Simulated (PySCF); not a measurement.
**Electron correlation in Li⁻ (lithium, charge -1)**

[He] 2s2, closed-shell 1S. Calculation: PySCF 2.14, in aug-cc-pVQZ-DK (6s5p4d3f2g, 80 functions); scalar relativity by spin-free X2C-1e. Frozen: 1s2; 2 electrons correlated.

With two correlated electrons CCSD is exact within the correlated space (frozen core and kept virtual orbitals).

| level | correlation energy (mhartree) |
| --- | --- |
| CCSD | -27.18 |

Diagnostics: T1 = 0.056, D1 = 0.0788, largest double amplitude 0.122.

Question: Is a single reference adequate?

Answer: Not fully. T1 exceeds 0.03, a sign that the reference determinant is poor.
